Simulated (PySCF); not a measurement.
C9H6N4, SMILES C1=NC2N3C(=NC=CC3=C1)N=CC=2.

The structure is a stationary point at PBE0-D3(BJ)/def2-SVP.

Method: PySCF 2.14.0 with TDA-PBE/def2-SVP.

Vertical excitations.  State labels are in the subgroup Cs.

| state | symmetry | energy (eV) | λ (nm) | f | main pairs |
|---|---|---|---|---|---|
| S1 | A' | 1.92 | 644 | 0.001 | HOMO→LUMO 99 % |
| S2 | A" | 2.94 | 422 | 0.000 | HOMO−1→LUMO 100 % |
| S3 | A" | 3.08 | 402 | 0.000 | HOMO−2→LUMO 100 % |
| S4 | A" | 3.59 | 346 | 0.000 | HOMO−3→LUMO 100 % |
| S5 | A' | 3.73 | 333 | 0.076 | HOMO→LUMO+1 70 %, HOMO−4→LUMO 26 % |
| S6 | A' | 3.93 | 316 | 0.144 | HOMO→LUMO+2 79 %, HOMO−5→LUMO 13 % |
| T1 | A' | 1.70 | 729 | 0 | HOMO→LUMO 100 % |
| T2 | A' | 2.59 | 479 | 0 | HOMO→LUMO+1 100 % |
Triplets are in the Tamm–Dancoff approximation.
